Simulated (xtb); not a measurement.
Cl6OSi2, charge +1, doublet, from a rough starting geometry (a state made from the parent by changing its charge; the spin is typed, not shown lowest); GFN2-xTB (xtb 6.7.1).

xtb was given this input:
```
$ xtb mol.xyz --gfn 2 --chrg 1 --uhf 1 --opt vtight --json

# file mol.xyz
9

Cl     2.22018791     0.10179144    -1.80753638
Si     1.56897138     0.35901636     0.06946355
Cl     2.60883266    -0.67799220     1.43049911
Cl     1.40360851     2.30938007     0.58262287
O      0.03768237    -0.24539884     0.15262652
Si    -1.57696932    -0.45844114    -0.03870186
Cl    -2.06453788     0.34065845    -1.86747194
Cl    -2.44447979     0.60034888     1.46672099
Cl    -1.88764586    -2.38742363     0.07082115
```

Output, abridged:

```
   ID    Z sym.   atoms
    1   17 Cl     1, 3, 4, 7-9
    2   14 Si     2, 6
    3    8 O      5

           -------------------------------------------------
          |                Calculation Setup                |
           -------------------------------------------------

           -------------------------------------------------
          |                 G F N 2 - x T B                 |
           -------------------------------------------------

          ...................................................
          :                      SETUP                      :
          :.................................................:
          :  # basis functions                  84          :
          :  # atomic orbitals                  76          :
          :  # shells                           26          :
          :  # electrons                        55          :
          :  max. iterations                   250          :
          :  Hamiltonian                  GFN2-xTB          :
          :  restarted?                      false          :
          :  GBSA solvation                  false          :
          :  PC potential                    false          :
          :  electronic temp.          300.0000000     K    :
          :  accuracy                    1.0000000          :
          :  -> integral cutoff          0.2500000E+02      :
          :  -> integral neglect         0.1000000E-07      :
          :  -> SCF convergence          0.1000000E-05 Eh   :
          :  -> wf. convergence          0.1000000E-03 e    :
          :  Broyden damping             0.4000000          :
          :  net charge                          1          :
          :  unpaired electrons                  1          :
          ...................................................

 iter      E             dE          RMSdq      gap      omega  full diag
   1    -34.6173917 -0.346174E+02  0.831E+00    7.43       0.0  T
   2    -34.6598818 -0.424902E-01  0.600E+00    6.34       1.0  T
   3    -34.6423696  0.175123E-01  0.406E+00    6.12       1.0  T
   4    -34.6852326 -0.428630E-01  0.305E+00    6.49       1.0  T
   5    -34.6932730 -0.804041E-02  0.201E+00    6.58       1.0  T
   6    -34.6822942  0.109788E-01  0.230E+00    6.52       1.0  T
   7    -34.6553569  0.269373E-01  0.293E+00    6.42       1.0  T
   8    -34.6982836 -0.429267E-01  0.156E+00    6.56       1.0  T
[...]
 * total energy  :   -34.6491101 Eh     change       -0.3691744E-04 Eh
 * total energy  :   -34.6491310 Eh     change       -0.2093747E-04 Eh
 * total energy  :   -34.6491372 Eh     change       -0.6148622E-05 Eh
 * total energy  :   -34.6491386 Eh     change       -0.1385026E-05 Eh
 * total energy  :   -34.6491391 Eh     change       -0.5829973E-06 Eh
 * total energy  :   -34.6491398 Eh     change       -0.6176340E-06 Eh
 * total energy  :   -34.6491402 Eh     change       -0.4525611E-06 Eh
 * total energy  :   -34.6491408 Eh     change       -0.5516060E-06 Eh
 * total energy  :   -34.6491412 Eh     change       -0.4608341E-06 Eh
 * total energy  :   -34.6491416 Eh     change       -0.3351377E-06 Eh
 * total energy  :   -34.6491417 Eh     change       -0.1539779E-06 Eh
 * total energy  :   -34.6491418 Eh     change       -0.9612027E-07 Eh
   *** GEOMETRY OPTIMIZATION CONVERGED AFTER 21 ITERATIONS ***
         :: total energy             -34.649141805934 Eh    ::
[...]
     2  14 Si       3.214     0.570   134.257    24.243
     3  17 Cl       0.810     0.037    98.002    15.144
     4  17 Cl       0.810     0.037    98.005    15.144
     5   8 O        1.540    -0.360    20.176     6.059
     6  14 Si       3.214     0.570   134.258    24.243
     7  17 Cl       0.810     0.037    97.998    15.144
     8  17 Cl       0.810     0.037    98.006    15.144
     9  17 Cl       0.810     0.037    98.000    15.144

 Mol. C6AA /au·bohr⁶  :       7445.024322
 Mol. C8AA /au·bohr⁸  :     352891.501391
 Mol. α(0) /au        :        145.409534

Wiberg/Mayer (AO) data.
largest (>0.10) Wiberg bond orders for each atom

 ---------------------------------------------------------------------------
     #   Z sym  total        # sym  WBO       # sym  WBO       # sym  WBO
 ---------------------------------------------------------------------------
     1  17 Cl   1.377 --     2 Si   1.155
     2  14 Si   4.581 --     1 Cl   1.155     3 Cl   1.154     4 Cl   1.154
                             5 O    1.083
     3  17 Cl   1.377 --     2 Si   1.154
     4  17 Cl   1.377 --     2 Si   1.154
     5   8 O    2.438 --     2 Si   1.083     6 Si   1.083
     6  14 Si   4.581 --     7 Cl   1.155     8 Cl   1.155     9 Cl   1.154
                             5 O    1.083
     7  17 Cl   1.377 --     6 Si   1.155
     8  17 Cl   1.377 --     6 Si   1.155
     9  17 Cl   1.377 --     6 Si   1.154
 ---------------------------------------------------------------------------

Topologies differ in total number of bonds
Writing topology from bond orders to xtbtopo.mol

molecular dipole:
                 x           y           z       tot (Debye)
 q only:       -0.028      -0.012       0.013
   full:       -0.028      -0.012       0.012       0.084
molecular quadrupole (traceless):
                xx          xy          yy          xz          yz          zz
 q only:       11.937       4.752      -5.379       0.785       0.199      -6.558
  q+dip:       10.485       4.175      -4.724       0.691       0.175      -5.761
   full:       11.697       4.657      -5.268       0.771       0.196      -6.429

optimized geometry written to: xtbopt.xyz

           -------------------------------------------------
          | TOTAL ENERGY              -34.649141805934 Eh   |
          | GRADIENT NORM               0.000042698848 Eh/α |
          | HOMO-LUMO GAP               6.787900617383 eV   |
           -------------------------------------------------
```
